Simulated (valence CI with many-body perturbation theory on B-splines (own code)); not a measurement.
## Yb21+: calculated level list

Calculated by relativistic CI+MBPT: three valence electrons over a frozen Dirac-Fock core [Kr] 4d10, radial functions for each j: 8 s, 8 p, 9 d, 9 f, 6 g, 3 h, 2 i, with the one-electron correlation potential Σ1 (screened to all orders), the two-electron term Σ2, the three-electron term Σ3, Breit, model QED; selected single and double excitations, second order for the rest (own B-spline code, finite nucleus).

No measured levels were compared; by estimate terms of the open shell hold to a few per cent of their energy, and close levels can change places. Core correlation moves these levels by up to 44000 cm⁻¹, and in measured spectra 5 to 20 % of such shifts remained as error; rates that hang on mixing are uncertain with them.

Levels 1 to 45 of 64, with energies above the lowest level, 4f³ ⁴I°_9/2. "Leading %" is the weight of the configuration and term that name the level; weights of strongly mixed levels are sums over their largest components and can fall short. In the jj column 3d3/2^4 stands for four electrons in 3d with j = 3/2. Lifetimes count E1, E2, E3, M1 and M2 decay at the calculated energies, and are blank where another channel may lead or the interval is too uncertain; long ones can be off by a factor of two.

```tsv
No.	Configuration	Term	J	E (cm⁻¹)	Leading %	Second component	Lifetime	Leading jj
1	4f³	⁴I°	9/2	0	88	12 % 4f³ ²H°		4f5/2^3 (78 %)
2	4f³	⁴I°	11/2	12361	96		13.5 ms	4f5/2^2 4f7/2 (92 %)
3	4f³	⁴I°	13/2	23648	96		15.3 ms	4f5/2 4f7/2^2 (70 %)
4	4f³	⁴F°	3/2	29790	73	20 % 4f³ ²D°		4f5/2^3 (70 %)
5	4f³	⁴I°	15/2	33961	90	10 % 4f³ ²K°	30.1 ms	4f5/2 4f7/2^2 (50 %)
6	4f³	²H°	9/2	34325	45	30 % 4f³ ²G°	6.88 ms	4f5/2^2 4f7/2 (73 %)
7	4f³	⁴F°	5/2	38004	88	8 % 4f³ ²D°	56.0 ms	4f5/2^2 4f7/2 (71 %)
8	4f³	⁴S°	3/2	41729	72	18 % 4f³ ²P°	65.6 ms	4f5/2^2 4f7/2 (80 %)
9	4f³	⁴F°	7/2	42102	62	34 % 4f³ ²G°	75.2 ms	4f5/2^2 4f7/2 (84 %)
10	4f³	⁴G°	5/2	46171	90	6 % 4f³ ²F°	150 ms	4f5/2^3 (45 %)
11	4f³	⁴F°	9/2	50947	65	26 % 4f³ ²H°	8.47 ms	4f5/2 4f7/2^2 (86 %)
12	4f³	⁴G°	7/2	51016	60	22 % 4f³ ⁴F°	18.4 ms	4f5/2^2 4f7/2 (76 %)
13	4f³	²H°	11/2	53076	79	16 % 4f³ ⁴G°	6.94 ms	4f5/2 4f7/2^2 (72 %)
14	4f³	²K°	13/2	55321	93		5.66 ms	4f5/2^2 4f7/2 (62 %)
15	4f³	²G°	7/2	60088	49	35 % 4f³ ⁴G°	8.57 ms	4f5/2 4f7/2^2 (78 %)
16	4f³	²D°	3/2	61210	36	22 % 4f³ ²P°	4.78 ms	4f5/2 4f7/2^2 (66 %)
17	4f³	⁴G°	9/2	62561	87	10 % 4f³ ²H°	8.86 ms	4f5/2 4f7/2^2 (76 %)
18	4f³	²K°	15/2	64709	64	27 % 4f³ ²L°	5.26 ms	4f5/2^2 4f7/2 (64 %)
19	4f³	²P°	1/2	65704	74	26 % 4f³ ⁴D°	10.2 ms	4f5/2^2 4f7/2 (79 %)
20	4f³	⁴G°	11/2	70956	61	34 % 4f³ ²H°	19.5 ms	4f5/2^2 4f7/2 (36 %)
21	4f³	²D°	5/2	71282	80	11 % 4f³ ⁴D°	8.77 ms	4f5/2 4f7/2^2 (48 %)
22	4f³	²G°	9/2	74136	58	23 % 4f³ ⁴F°	4.28 ms	4f7/2^3 (78 %)
23	4f³	⁴D°	5/2	75992	49	42 % 4f³ ²D°	7.24 ms	4f5/2^2 4f7/2 (50 %)
24	4f³	⁴D°	3/2	76618	56	34 % 4f³ ²D°	23.0 ms	4f5/2^2 4f7/2 (73 %)
25	4f³	²I°	11/2	79550	70	17 % 4f³ ⁴G°	9.14 ms	4f5/2 4f7/2^2 (49 %)
26	4f³	⁴D°	1/2	83977	74	26 % 4f³ ²P°	16.8 ms	4f5/2 4f7/2^2 (79 %)
27	4f³	²D°	3/2	85267	44	38 % 4f³ ²P°	3.08 ms	4f7/2^3 (49 %)
28	4f³	²L°	15/2	86682	72	26 % 4f³ ²K°	4.97 ms	4f5/2 4f7/2^2 (50 %)
29	4f³	²I°	13/2	88183	96		10.7 ms	4f5/2 4f7/2^2 (92 %)
30	4f³	⁴D°	7/2	90044	94	5 % 4f³ ²F°	14.4 ms	4f5/2 4f7/2^2 (69 %)
31	4f³	²L°	17/2	91017	100		13.4 ms	4f5/2 4f7/2^2 (100 %)
32	4f³	²H°	9/2	92055	88	8 % 4f³ ²G°	6.08 ms	4f5/2 4f7/2^2 (46 %)
33	4f³	²F°	5/2	99794	46	33 % 4f³ ⁴D°	2.32 ms	4f5/2 4f7/2^2 (81 %)
34	4f³	²D°	3/2	100270	64	25 % 4f³ ⁴D°	3.70 ms	4f5/2 4f7/2^2 (50 %)
35	4f³	²H°	11/2	102960	70	24 % 4f³ ²I°	3.59 ms	4f7/2^3 (57 %)
36	4f³	²D°	5/2	115460	51	40 % 4f³ ²F°	2.12 ms	4f7/2^3 (73 %)
37	4f³	²F°	7/2	116550	90	4 % 4f³ ⁴D°	2.45 ms	4f5/2 4f7/2^2 (46 %)
38	4f³	²G°	9/2	129220	96		5.20 ms	4f5/2 4f7/2^2 (71 %)
39	4f³	²G°	7/2	132870	93	7 % 4f³ ²F°	7.20 ms	4f5/2 4f7/2^2 (49 %)
40	4f³	²F°	7/2	179320	94	4 % 4f³ ²G°	1.22 ms	4f5/2^2 4f7/2 (42 %)
41	4f³	²F°	5/2	184530	100		1.83 ms	4f5/2 4f7/2^2 (86 %)
42	4f²5s	⁴H	7/2	515390	92	7 % 4f²5s ²G	9.64 μs	4f5/2^2 5s (94 %)
43	4f²5s	⁴H	9/2	520010	68	23 % 4f²5s ²H	8.12 μs	4f5/2^2 5s (85 %)
44	4f²5s	⁴F	3/2	530380	92	8 % 4f²5s ²D	2.35 μs	4f5/2^2 5s (80 %)
45	4f²5s	⁴H	11/2	533150	91	9 % 4f²5s ²H	6.82 μs	4f5/2 4f7/2 5s (95 %)
```

Names give the largest LS component (configuration and term), which can be under half, so a name can repeat, a term be missing and a line seem to break the LS rules; names also repeat where a configuration has a term twice.

Where two levels of one J and parity lie close, their mixing, g and order are uncertain.

The ionisation energy to 4f² ³H4 of the next ion comes out as 574.95 eV (NIST: 580 ± 30 eV (theoretical)). All 64 levels together are meant to be complete up to 610180 cm⁻¹.
